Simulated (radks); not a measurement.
Valence configurations of Sn3+ (all share [Kr]). Method: non-relativistic Kohn-Sham, PBE, spin-unpolarised, spherical densities, point nucleus; relativity is left out, which matters for an element this heavy; computed with a radial shooting solver on a logarithmic mesh with Libxc functionals. Energies are relative to 4d10 5s1; eigenvalues in eV.

valence,E (eV),e(4d),e(5p),e(5s)
4d10 5s1,0.000,-56.086,-,-34.567
4d10 5s0.5 5p0.5,4.023,-56.657,-26.848,-34.914
4d10 5p1,8.066,-57.222,-27.151,-
4d9.5 5s1.5,11.189,-58.893,-,-35.650
4d9.5 5s0.5 5p1,19.478,-60.007,-27.994,-36.320
4d9 5s2,23.248,-61.722,-,-36.724
4d9 5s1 5p1,31.758,-62.813,-28.830,-37.375
4d9 5p2,40.337,-63.882,-29.396,-
4d8 5s1 5p2,67.997,-69.503,-30.991,-40.035
4d7.5 5s1.5 5p2,83.191,-72.338,-31.768,-41.026

NIST lists [Kr] 4d10 5s1 as the ground configuration; this level of theory agrees among the configurations tried. The energies are those of spherical spin-averaged densities, not of single terms. Relativity is left out, which favours d and f over s occupation in heavy atoms.
